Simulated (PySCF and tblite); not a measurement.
Results of a calculation; reference values are marked as such.
C₅H₁₀O₂, numbered as in [CH3:1][O:2][C:3](=[O:4])[CH:5]([CH3:6])[CH3:7].

Geometries GFN2-xTB; weights from B3LYP-D3(BJ)/def2-SVP (IEF-PCM, chloroform) energies and GFN2-xTB thermal corrections, with symmetry numbers and mirror pairs. Conformers within 3 kcal/mol (GFN2-xTB free energy) were kept, 10 at most. (PySCF 2.14, tblite 0.8.)

Torsions listed: C1–O2–C3–O4, O2–C3–C5–C6. Of a mirror pair one member is shown.

```csv
conformer,shape,symmetry,E(GFN2) kcal/mol
1,"0°, -61°",Cs,0.19
2,"0°, 139°",C1 (pair),0.00
```

Task: Which of these conformers is the most populated at 298.15 K, and with what share?

Result: Conformer 2, about 87 %.

Task: Give the DFT energies and free energies relative to the lowest, and all weights.

Result: 
```csv
conformer,shape,E(DFT) kcal/mol,G(298.15 K) kcal/mol,weight %
1,"0°, -61°",0.24,1.12,13.1
2,"0°, 139°",0.00,0.00,86.9
```

Task: How does its share change from 220 K to 380 K?

Result: From 89 % to 85 %; the mixing entropy goes from 1.92 to 2.00 cal/(mol K).


Conformer gaps in def2-SVP on xTB geometries can be 2 kcal/mol too large for S=O, P=O and other polar bonds.